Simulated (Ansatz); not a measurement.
Reaction (hydrogenolysis of a C–C bond): `FC(F)C(Cl)I` + H₂ → `ClCI` + `FCF`

Calculated with Ansatz (gas phase, PBE0-D4/def2-TZVP geometries, no zero-point term in ΔE). CCSD(T)/CBS is the MP2 limit (def2-TZVPP, def2-QZVPP) plus CCSD(T) − MP2 in def2-TZVPP, frozen cores. This one scheme is used for every species. Functionals use def2-TZVPP. Elements past krypton have def2 core potentials. For I outer-core shells are correlated without core-valence functions, which leaves a few kJ/mol of doubt a bond. One conformer a species, not always the lowest.

CCSD(T)/CBS gives -10.9 kcal/mol.

(1) Another level gave -11.4 kcal/mol. Which?
A. LDA (SPW92)/def2-TZVPP
B. r2SCAN0-D4/def2-TZVPP
C. HF/def2-TZVPP
D. B2PLYP/def2-TZVPP

Largest T1 diagnostic among the species: 0.011.

Answers

(1) B. r2SCAN0-D4 -11.4, LDA (SPW92) -7.8, B2PLYP -13.5, HF/def2-TZVPP -19.1 kcal/mol.

From PBE to PBE0 (25 % exact exchange), in def2-TZVPP and without D4, ΔE moves by −0.9 kcal/mol. The D4 term adds +3.3 kcal/mol with B3LYP and +1.8 kcal/mol with PBE0; it sums over pairs of atoms, weighted by their polarisabilities, and B3LYP, whose exchange is more repulsive, gets the larger term. At CCSD(T), def2-SVP lies +1.4 kcal/mol from the extrapolated value and def2-TZVPP −0.3 kcal/mol.

B3LYP here is the variant with VWN-RPA as its local correlation; programs differ in this.
